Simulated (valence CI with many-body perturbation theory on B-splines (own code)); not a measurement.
Ag41+: calculated level list

Level of theory: valence CI with perturbative core correlation (CI+MBPT): four valence electrons over a frozen Dirac-Fock core [He], a basis of 11 s, 11 p, 9 d, 7 f, 5 g, 2 h, 1 i functions for each j, with the one-electron correlation potential Σ1 (screened to all orders), the two-electron term Σ2, the three-electron term Σ3, Breit, model QED; selected single and double excitations, second order for the rest (own B-spline code, finite nucleus).

The last digits are not significant, and no measured levels were compared; by estimate large intervals hold to a few tenths of a per cent, small ones and those within an open d or f shell to about a per cent. Among the levels kept, up to 290 cm⁻¹ of a level comes from second order outside the variational space, and about a tenth of that is noise between levels of different J, which matters for small intervals.

Levels 1 to 45 of 112, with energies above the lowest level, (2s^2 2p1/2^2) J=0. "Leading %" is the weight of the configuration and term that name the level; weights of strongly mixed levels are sums over their largest components and can fall short. In the jj column 3d3/2^4 stands for four electrons in 3d with j = 3/2.

```tsv
No.	Configuration	Term	J	E (eV)	Leading %	Second component	g	Leading jj
1	2s²2p²	³P	0	0.0	73	27 % 2s²2p² ¹S		2s^2 2p1/2^2 (99 %)
2	2s²2p²	³P	1	175.4	100		1.488	2s^2 2p1/2 2p3/2 (100 %)
3	2s²2p²	¹D	2	189.3	60	40 % 2s²2p² ³P	1.183	2s^2 2p1/2 2p3/2 (99 %)
4	2s2p³	⁵S°	2	326.2	43	40 % 2s2p³ ³P°	1.636	2s 2p1/2^2 2p3/2 (94 %)
5	2s²2p²	³P	2	374.7	60	39 % 2s²2p² ¹D	1.289	2s^2 2p3/2^2 (98 %)
6	2s2p³	³D°	1	379.3	41	22 % 2s2p³ ³P°	1.041	2s 2p1/2^2 2p3/2 (96 %)
7	2s²2p²	¹S	0	408.4	72	27 % 2s²2p² ³P		2s^2 2p3/2^2 (98 %)
8	2s2p³	³D°	2	492.8	51	42 % 2s2p³ ⁵S°	1.512	2s 2p1/2 2p3/2^2 (95 %)
9	2s2p³	³D°	3	522.1	100		1.319	2s 2p1/2 2p3/2^2 (100 %)
10	2s2p³	³P°	0	552.5	100			2s 2p1/2 2p3/2^2 (100 %)
11	2s2p³	³D°	1	564.1	38	36 % 2s2p³ ³S°	1.281	2s 2p1/2 2p3/2^2 (97 %)
12	2s2p³	¹D°	2	574.1	69	22 % 2s2p³ ³D°	1.093	2s 2p1/2 2p3/2^2 (95 %)
13	2s2p³	³P°	1	578.8	44	31 % 2s2p³ ¹P°	1.399	2s 2p1/2 2p3/2^2 (97 %)
14	2s2p³	³P°	2	731.1	51	24 % 2s2p³ ¹D°	1.372	2s 2p3/2^3 (96 %)
15	2p⁴	³P	2	740.5	71	28 % 2p⁴ ¹D	1.347	2p1/2^2 2p3/2^2 (99 %)
16	2p⁴	¹S	0	777.5	57	42 % 2p⁴ ³P		2p1/2^2 2p3/2^2 (98 %)
17	2s2p³	¹P°	1	778.9	45	27 % 2s2p³ ³S°	1.224	2s 2p3/2^3 (97 %)
18	2p⁴	³P	1	923.7	100		1.488	2p1/2 2p3/2^3 (100 %)
19	2p⁴	¹D	2	938.6	72	28 % 2p⁴ ³P	1.125	2p1/2 2p3/2^3 (99 %)
20	2p⁴	³P	0	1141.1	58	42 % 2p⁴ ¹S		2p3/2^4 (98 %)
21	2s²2p3s	³P°	0	3682.0	99			2s^2 2p1/2 3s (99 %)
22	2s²2p3s	³P°	1	3684.4	68	31 % 2s²2p3s ¹P°	1.330	2s^2 2p1/2 3s (99 %)
23	2s²2p3p	³D	1	3729.0	72	23 % 2s²2p3p ¹P	0.658	2s^2 2p1/2 3p1/2 (99 %)
24	2s²2p3p	³P	0	3753.1	70	28 % 2s²2p3p ¹S		2s^2 2p1/2 3p1/2 (98 %)
25	2s²2p3p	³P	1	3789.2	40	26 % 2s²2p3p ³S	1.545	2s^2 2p1/2 3p3/2 (86 %)
26	2s²2p3p	³D	2	3794.5	57	27 % 2s²2p3p ¹D	1.164	2s^2 2p1/2 3p3/2 (98 %)
27	2s2p²3s	⁵P	1	3822.4	51	21 % 2s2p²3s ³S	2.091	2s 2p1/2^2 3s (82 %)
28	2s²2p3d	³F°	2	3834.3	74	20 % 2s²2p3d ¹D°	0.756	2s^2 2p1/2 3d3/2 (99 %)
29	2s2p²3s	³P	0	3838.7	74	24 % 2s2p²3s ¹S		2s 2p1/2^2 3s (94 %)
30	2s²2p3d	³D°	1	3849.3	48	27 % 2s²2p3d ¹P°	0.866	2s^2 2p1/2 3d3/2 (90 %)
31	2s²2p3d	³P°	2	3857.8	44	33 % 2s²2p3d ³D°	1.289	2s^2 2p1/2 3d5/2 (93 %)
32	2s²2p3d	³F°	3	3860.8	50	27 % 2s²2p3d ¹F°	1.109	2s^2 2p1/2 3d5/2 (99 %)
33	2s2p²3p	⁵D°	0	3867.9	56	40 % 2s2p²3p ³P°		2s 2p1/2^2 3p1/2 (95 %)
34	2s2p²3p	³P°	1	3870.2	28	27 % 2s2p²3p ⁵D°	1.435	2s 2p1/2^2 3p1/2 (84 %)
35	2s²2p3s	³P°	2	3877.3	92		1.476	2s^2 2p3/2 3s (92 %)
36	2s²2p3s	¹P°	1	3881.8	65	31 % 2s²2p3s ³P°	1.153	2s^2 2p3/2 3s (95 %)
37	2s2p²3p	⁵P°	2	3930.1	26	26 % 2s2p²3p ³P°	1.566	2s 2p1/2^2 3p3/2 (93 %)
38	2s²2p3p	³P	1	3932.2	52	22 % 2s²2p3p ³S	1.440	2s^2 2p3/2 3p1/2 (95 %)
39	2s2p²3p	³D°	1	3934.5	39	18 % 2s2p²3p ¹P°	1.074	2s 2p1/2^2 3p3/2 (94 %)
40	2s²2p3p	³D	2	3934.9	41	32 % 2s²2p3p ¹D	1.188	2s^2 2p3/2 3p1/2 (95 %)
41	2s2p²3d	⁵F	1	3969.2	48	31 % 2s2p²3d ³D	0.404	2s 2p1/2^2 3d3/2 (95 %)
42	2s2p²3s	⁵P	2	3970.8	57	9 % 2s2p²3d ⁵F	1.565	2s 2p1/2 2p3/2 3s (63 %)
43	2s2p²3s	⁵P	2	3973.9	29	19 % 2s2p²3d ⁵F	1.372	2s 2p1/2^2 3d3/2 (57 %)
44	2s²2p3p	³D	3	3976.2	85	8 % 2s2p²3s ³D	1.341	2s^2 2p3/2 3p3/2 (85 %)
45	2s²2p3p	¹P	1	3978.1	47	38 % 2s²2p3p ³S	1.383	2s^2 2p3/2 3p3/2 (91 %)
```

The ionisation energy to 2s²2p ²P°1/2 of the next ion comes out as 6562.9 eV (NIST: 6551 ± 7 eV (semi-empirical)). All 112 levels together are meant to be complete up to 4213.4 eV.
